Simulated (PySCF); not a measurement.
# Polarisability and C₆ of Ti⁺ (titanium, charge +1)

[Ar] 3d2 4s1, high-spin 4F determinant. Computed with PySCF 2.14 in x2c-TZVPPall with one added diffuse shell each of s, p, d, f type (7s6p5d3f1g, 80 functions), with the spin-free X2C one-electron Hamiltonian (Gaussian nucleus). Coupled (time-dependent) response in atomic units; α is the mean over directions.

| method | mean α (bohr³) | C₆ (like pair) | S(−4) |
| --- | --- | --- | --- |
| UHF | 62.70 | 427.6 | 3593 |
| PBE | 46.92 | 296.7 | 1825 |
| PBE0 | 50.36 | 323.2 | 2170 |

S(−4) is the Cauchy moment in α(ω) = α(0) + S(−4) ω² + …

α(iu) at PBE:

| u (hartree) | α(iu) (bohr³) |
| --- | --- |
| 0 | 46.92 |
| 0.0500 | 42.80 |
| 0.100 | 34.18 |
| 0.200 | 19.98 |
| 0.300 | 12.75 |
| 0.500 | 6.956 |
| 0.750 | 4.366 |
| 1.00 | 3.153 |
| 1.50 | 1.948 |
| 2.00 | 1.338 |
| 3.00 | 0.7417 |
| 5.00 | 0.3214 |

A single London oscillator, α(iu) = α/(1 + u²/ω²), gives C₆ = (3/4) ω α². Matching the computed C₆ needs ω = 4 × 296.7 / (3 × 46.92²) = 0.180 hartree.

For an ion, C₆ is the dispersion term alone; charge-induced terms of lower order in 1/R come first.
